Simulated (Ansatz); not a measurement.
Basis-set extrapolation for CH₆F₂O₂Si₂ (`O[SiH2]C[Si](O)(F)F`) (PBE0-D4/def2-TZVP geometry, frozen core, Ansatz 0.2.0). Multiplicity 1, RHF reference.

|  | def2-TZVPP | def2-QZVPP |
| --- | --- | --- |
| HF | -968.316038 | -968.353750 |
| MP2 correlation | -1.388266 | -1.507268 |
| CCSD(T) correlation | -1.468362 | not run |

Energies in hartree. Use E(X) = E(∞) + A·exp(−7.88·√X) for Hartree–Fock and E(X) = E(∞) + B·X^(−2.97) for correlation, with X = 3 and 4, and add CCSD(T) minus MP2 of the smaller set to the MP2 limit.

Problem. What is the CCSD(T) energy at the basis-set limit?

Solution. HF limit: -968.353750 + (-0.037712) × 0.13774 = -968.35894. MP2 limit: -1.507268 + (-0.119002) × 0.74074 = -1.59542. Higher-order term: -1.468362 − (-1.388266) = -0.08010. Total: -970.03446 hartree, 656.5 kJ/mol below CCSD(T)/def2-TZVPP.
